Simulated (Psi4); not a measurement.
Computed with SAPT0/jun-cc-pVDZ, all electrons correlated in Psi4 1.11.

Psi4 input:

```
molecule {
0 1
Li -1.27842416 -0.76265623 -1.06377772
C 0.09794746 0.05837010 0.08161351
H 0.67320915 -0.68380059 0.65014244
H -0.32528762 0.74860023 0.82285690
H 0.83255516 0.63948649 -0.49083513
--
0 1
N -2.77012521 0.07267432 -2.38952493
H -3.69177263 0.23593238 -2.00058290
H -2.31077374 0.97298660 -2.46565765
H -2.89798574 -0.28154344 -3.33055649
units angstrom
symmetry c1
no_reorient
no_com
}
set basis jun-cc-pvdz
set scf_type df
set freeze_core false
energy('sapt0')
```

Part of the output:

```
    SAPT Results
  --------------------------------------------------------------------------------------------------------
    Electrostatics                -38.08750814 [mEh]     -23.90027219 [kcal/mol]     -99.99873886 [kJ/mol]
      Elst10,r                    -38.08750814 [mEh]     -23.90027219 [kcal/mol]     -99.99873886 [kJ/mol]

    Exchange                       16.07671096 [mEh]      10.08828844 [kcal/mol]      42.20939882 [kJ/mol]
      Exch10                       16.07671096 [mEh]      10.08828844 [kcal/mol]      42.20939882 [kJ/mol]
      Exch10(S^2)                  15.97013214 [mEh]      10.02140921 [kcal/mol]      41.92957615 [kJ/mol]

    Induction                      -6.69540904 [mEh]      -4.20143260 [kcal/mol]     -17.57879402 [kJ/mol]
      Ind20,r                     -14.04531181 [mEh]      -8.81356622 [kcal/mol]     -36.87596108 [kJ/mol]
      Exch-Ind20,r                  8.94586335 [mEh]       5.61361401 [kcal/mol]      23.48736100 [kJ/mol]
      delta HF,r (2)               -1.59596059 [mEh]      -1.00148039 [kcal/mol]      -4.19019394 [kJ/mol]

    Dispersion                     -1.48287034 [mEh]      -0.93051519 [kcal/mol]      -3.89327555 [kJ/mol]
      Disp20                       -1.98754619 [mEh]      -1.24720406 [kcal/mol]      -5.21830181 [kJ/mol]
      Exch-Disp20                   0.50467585 [mEh]       0.31668888 [kcal/mol]       1.32502626 [kJ/mol]
      Disp20 (SS)                  -0.99377310 [mEh]      -0.62360203 [kcal/mol]      -2.60915090 [kJ/mol]
      Disp20 (OS)                  -0.99377310 [mEh]      -0.62360203 [kcal/mol]      -2.60915090 [kJ/mol]
      Exch-Disp20 (SS)              0.32217746 [mEh]       0.20216941 [kcal/mol]       0.84587681 [kJ/mol]
      Exch-Disp20 (OS)              0.18249839 [mEh]       0.11451947 [kcal/mol]       0.47914946 [kJ/mol]

  Total HF                        -28.70620622 [mEh]     -18.01341636 [kcal/mol]     -75.36813406 [kJ/mol]
  Total SAPT0                     -30.18907657 [mEh]     -18.94393155 [kcal/mol]     -79.26140960 [kJ/mol]
```
